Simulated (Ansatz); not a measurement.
Born–Oppenheimer molecular dynamics of a periodic cell of 17 atoms, Ge16N (host Ge, host structure diamond, interstitial N). It starts from a relaxed structure.

Computed with DFT PBE-D3(BJ), scalar-relativistic, plane waves, PAW in Ansatz. Settings: accuracy low, PAW set soft_1, cutoff 420 eV, k mesh 2x2x2, fermi-dirac smearing 0.15 eV, no spin polarisation.

```
ensemble        : NVT, Langevin thermostat
time step       : 1 fs
steps asked     : 140
set temperature : 1500 K
friction        : 0.02 /fs
seed            : 948541
```

Frames 5 fs apart, positions in Å.

Velocities at 60.0 fs (Å/ps):

```
Ge 0.09 3.22 -3.23
Ge 0.01 -1.03 2.54
Ge 0.18 2.51 0.39
Ge -4.09 3.13 -0.65
Ge -2.23 2.26 -0.99
Ge 0.11 -2.14 0.40
Ge -7.35 -2.93 3.12
Ge 0.36 -1.10 7.51
Ge -5.66 3.12 7.81
Ge -3.21 -3.24 1.22
Ge 1.53 0.40 -5.87
Ge 9.16 3.51 0.01
Ge 0.49 6.57 -1.63
Ge -5.42 0.85 -2.96
Ge -2.12 -0.53 0.85
Ge 1.72 0.28 -3.68
N -2.79 3.91 -8.41
```

```xyz
17
Lattice="0.0000 5.6600 5.6600 5.6600 0.0000 5.6600 5.6600 5.6600 0.0000" Properties=species:S:1:pos:R:3 time_fs=60.0 energy_less_start_eV=1.871 T=1012
Ge -0.090 0.084 0.203
Ge 1.510 1.419 1.710
Ge 2.317 2.573 -0.182
Ge 3.767 4.197 0.686
Ge 2.703 -0.073 2.928
Ge 4.022 1.296 4.501
Ge 5.630 2.918 3.071
Ge 6.868 4.419 4.314
Ge -0.027 3.005 3.090
Ge 1.381 4.365 4.414
Ge 3.142 5.190 2.906
Ge 4.155 6.994 4.223
Ge 2.961 2.911 5.787
Ge 4.349 4.429 7.215
Ge 5.661 5.770 5.897
Ge 7.117 7.291 7.075
N 4.125 3.645 2.538
17
Lattice="0.0000 5.6600 5.6600 5.6600 0.0000 5.6600 5.6600 5.6600 0.0000" Properties=species:S:1:pos:R:3 time_fs=65.0 energy_less_start_eV=1.913 T=1111
Ge -0.084 0.091 0.185
Ge 1.503 1.410 1.724
Ge 2.317 2.579 -0.171
Ge 3.745 4.209 0.690
Ge 2.699 -0.073 2.928
Ge 4.031 1.276 4.501
Ge 5.596 2.901 3.093
Ge 6.869 4.409 4.347
Ge -0.057 3.014 3.133
Ge 1.363 4.337 4.425
Ge 3.147 5.186 2.873
Ge 4.199 7.017 4.226
Ge 2.963 2.943 5.785
Ge 4.332 4.435 7.194
Ge 5.647 5.765 5.901
Ge 7.125 7.287 7.059
N 4.116 3.669 2.505
17
Lattice="0.0000 5.6600 5.6600 5.6600 0.0000 5.6600 5.6600 5.6600 0.0000" Properties=species:S:1:pos:R:3 time_fs=70.0 energy_less_start_eV=2.016 T=1120
Ge -0.075 0.099 0.169
Ge 1.491 1.405 1.737
Ge 2.316 2.584 -0.152
Ge 3.737 4.209 0.684
Ge 2.696 -0.079 2.923
Ge 4.056 1.261 4.496
Ge 5.565 2.875 3.114
Ge 6.862 4.388 4.386
Ge -0.082 3.017 3.157
Ge 1.351 4.302 4.438
Ge 3.143 5.186 2.850
Ge 4.241 7.047 4.214
Ge 2.959 2.973 5.782
Ge 4.314 4.439 7.173
Ge 5.632 5.769 5.895
Ge 7.133 7.277 7.059
N 4.114 3.731 2.466
17
Lattice="0.0000 5.6600 5.6600 5.6600 0.0000 5.6600 5.6600 5.6600 0.0000" Properties=species:S:1:pos:R:3 time_fs=75.0 energy_less_start_eV=2.053 T=1365
Ge -0.053 0.105 0.157
Ge 1.471 1.402 1.737
Ge 2.304 2.581 -0.139
Ge 3.744 4.198 0.657
Ge 2.703 -0.078 2.924
Ge 4.089 1.248 4.486
Ge 5.548 2.834 3.135
Ge 6.848 4.370 4.431
Ge -0.098 3.028 3.164
Ge 1.345 4.271 4.447
Ge 3.124 5.194 2.848
Ge 4.274 7.078 4.221
Ge 2.947 2.999 5.775
Ge 4.306 4.440 7.143
Ge 5.609 5.784 5.876
Ge 7.133 7.259 7.075
N 4.113 3.775 2.399
17
Lattice="0.0000 5.6600 5.6600 5.6600 0.0000 5.6600 5.6600 5.6600 0.0000" Properties=species:S:1:pos:R:3 time_fs=80.0 energy_less_start_eV=2.115 T=1022
Ge -0.027 0.107 0.156
Ge 1.449 1.401 1.731
Ge 2.299 2.570 -0.129
Ge 3.759 4.189 0.629
Ge 2.707 -0.077 2.938
Ge 4.129 1.244 4.475
Ge 5.523 2.785 3.146
Ge 6.831 4.365 4.474
Ge -0.112 3.042 3.163
Ge 1.346 4.241 4.463
Ge 3.104 5.205 2.855
Ge 4.297 7.103 4.237
Ge 2.938 3.017 5.761
Ge 4.303 4.438 7.127
Ge 5.586 5.797 5.845
Ge 7.139 7.237 7.092
N 4.118 3.810 2.326
17
Lattice="0.0000 5.6600 5.6600 5.6600 0.0000 5.6600 5.6600 5.6600 0.0000" Properties=species:S:1:pos:R:3 time_fs=85.0 energy_less_start_eV=2.139 T=1090
Ge -0.002 0.111 0.157
Ge 1.425 1.404 1.723
Ge 2.294 2.563 -0.124
Ge 3.777 4.178 0.602
Ge 2.711 -0.084 2.956
Ge 4.157 1.253 4.461
Ge 5.494 2.749 3.153
Ge 6.821 4.364 4.520
Ge -0.108 3.050 3.167
Ge 1.347 4.208 4.472
Ge 3.080 5.224 2.852
Ge 4.313 7.132 4.255
Ge 2.925 3.017 5.753
Ge 4.302 4.439 7.127
Ge 5.566 5.823 5.822
Ge 7.147 7.216 7.108
N 4.155 3.822 2.290
17
Lattice="0.0000 5.6600 5.6600 5.6600 0.0000 5.6600 5.6600 5.6600 0.0000" Properties=species:S:1:pos:R:3 time_fs=90.0 energy_less_start_eV=2.142 T=1072
Ge 0.021 0.121 0.176
Ge 1.396 1.407 1.717
Ge 2.284 2.559 -0.133
Ge 3.791 4.170 0.569
Ge 2.715 -0.085 2.977
Ge 4.178 1.277 4.452
Ge 5.468 2.728 3.153
Ge 6.819 4.364 4.560
Ge -0.084 3.071 3.175
Ge 1.342 4.183 4.479
Ge 3.062 5.257 2.849
Ge 4.320 7.157 4.275
Ge 2.903 3.008 5.752
Ge 4.287 4.434 7.131
Ge 5.557 5.865 5.804
Ge 7.153 7.207 7.125
N 4.196 3.832 2.276
17
Lattice="0.0000 5.6600 5.6600 5.6600 0.0000 5.6600 5.6600 5.6600 0.0000" Properties=species:S:1:pos:R:3 time_fs=95.0 energy_less_start_eV=2.147 T=1493
Ge 0.046 0.141 0.190
Ge 1.348 1.407 1.723
Ge 2.274 2.547 -0.147
Ge 3.811 4.171 0.536
Ge 2.714 -0.089 3.002
Ge 4.197 1.296 4.441
Ge 5.448 2.711 3.143
Ge 6.824 4.356 4.592
Ge -0.053 3.099 3.187
Ge 1.344 4.176 4.481
Ge 3.061 5.292 2.850
Ge 4.317 7.172 4.286
Ge 2.870 2.994 5.742
Ge 4.264 4.436 7.145
Ge 5.559 5.930 5.789
Ge 7.149 7.203 7.147
N 4.227 3.841 2.286
17
Lattice="0.0000 5.6600 5.6600 5.6600 0.0000 5.6600 5.6600 5.6600 0.0000" Properties=species:S:1:pos:R:3 time_fs=100.0 energy_less_start_eV=2.179 T=1840
Ge 0.072 0.164 0.195
Ge 1.302 1.415 1.729
Ge 2.258 2.533 -0.150
Ge 3.835 4.166 0.498
Ge 2.708 -0.092 3.025
Ge 4.195 1.309 4.438
Ge 5.434 2.698 3.138
Ge 6.836 4.354 4.618
Ge -0.018 3.125 3.181
Ge 1.347 4.182 4.484
Ge 3.062 5.336 2.850
Ge 4.300 7.171 4.283
Ge 2.844 2.971 5.730
Ge 4.226 4.430 7.165
Ge 5.552 6.003 5.780
Ge 7.134 7.197 7.183
N 4.240 3.854 2.297
17
Lattice="0.0000 5.6600 5.6600 5.6600 0.0000 5.6600 5.6600 5.6600 0.0000" Properties=species:S:1:pos:R:3 time_fs=105.0 energy_less_start_eV=2.265 T=1906
Ge 0.096 0.176 0.199
Ge 1.265 1.412 1.718
Ge 2.239 2.514 -0.159
Ge 3.865 4.138 0.456
Ge 2.701 -0.094 3.058
Ge 4.175 1.319 4.437
Ge 5.428 2.693 3.137
Ge 6.843 4.354 4.641
Ge 0.025 3.133 3.167
Ge 1.343 4.195 4.495
Ge 3.061 5.395 2.852
Ge 4.264 7.171 4.260
Ge 2.839 2.941 5.717
Ge 4.186 4.424 7.180
Ge 5.532 6.072 5.771
Ge 7.126 7.193 7.222
N 4.237 3.859 2.299
17
Lattice="0.0000 5.6600 5.6600 5.6600 0.0000 5.6600 5.6600 5.6600 0.0000" Properties=species:S:1:pos:R:3 time_fs=110.0 energy_less_start_eV=2.377 T=1660
Ge 0.119 0.185 0.198
Ge 1.229 1.415 1.706
Ge 2.228 2.479 -0.174
Ge 3.890 4.109 0.423
Ge 2.697 -0.108 3.095
Ge 4.144 1.331 4.438
Ge 5.427 2.702 3.150
Ge 6.846 4.363 4.663
Ge 0.056 3.137 3.152
Ge 1.341 4.205 4.521
Ge 3.065 5.451 2.861
Ge 4.228 7.171 4.224
Ge 2.841 2.918 5.703
Ge 4.162 4.420 7.178
Ge 5.514 6.137 5.756
Ge 7.117 7.184 7.263
N 4.218 3.876 2.322
17
Lattice="0.0000 5.6600 5.6600 5.6600 0.0000 5.6600 5.6600 5.6600 0.0000" Properties=species:S:1:pos:R:3 time_fs=115.0 energy_less_start_eV=2.392 T=1398
Ge 0.137 0.182 0.199
Ge 1.200 1.432 1.694
Ge 2.215 2.426 -0.198
Ge 3.905 4.098 0.403
Ge 2.698 -0.131 3.129
Ge 4.117 1.340 4.450
Ge 5.427 2.715 3.161
Ge 6.842 4.367 4.674
Ge 0.068 3.147 3.132
Ge 1.345 4.215 4.557
Ge 3.063 5.495 2.869
Ge 4.201 7.162 4.189
Ge 2.839 2.895 5.706
Ge 4.149 4.418 7.174
Ge 5.508 6.185 5.757
Ge 7.109 7.159 7.302
N 4.201 3.910 2.332
```

Of the whole run (140 fs, mean temperature of the second half 1412 K): A run of 0.14 ps of so small a system gives no equilibrium averages. Limits of this set-up: coarse k mesh, odd electron count without spin, low accuracy level.

Run time: 28 min on 2 threads of Arm Neoverse V1, on a shared host, peak memory 1.2 GiB.
